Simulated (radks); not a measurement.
Problem. The mean radii <r> (bohr) of the occupied orbitals of an atom or ion are listed with their occupations. All-electron calculation, Dirac Kohn-Sham, BLYP, spin-unpolarised, spherical densities, point nucleus. Program: a radial shooting solver on a logarithmic mesh with Libxc functionals.

orbital      occ.      <r>
1s1/2           2  0.02409
2s1/2           2   0.1026
2p1/2           2  0.08604
2p3/2           4  0.09235
3s1/2           2   0.2720
3p1/2           2   0.2617
3p3/2           4   0.2741
3d3/2           4   0.2453
3d5/2           6   0.2491
4s1/2           2   0.6213
4p1/2           2   0.6387
4p3/2           4   0.6664
4d3/2           4   0.7174
4d5/2           6   0.7272
5s1/2           2    1.468
5p1/2           2    1.631
5p3/2           4    1.706
4f5/2    0.857143    1.009
4f7/2     1.14286    1.019

Name the element and its charge. Open shells, if any, are shared by 2j + 1.

Solution. Z = 59, praseodymium, charge +3: Pr3+ in [Xe] 4f2. The 1s radius gives Z: for a bare nucleus <r> = (2 gamma + 1)/(2Z) with gamma = sqrt(1 - (Z/c)^2), 0.02377 bohr for Z = 59, and screening makes it slightly larger (0.02409 here). The occupations add up to 56, and the charge is Z minus that.
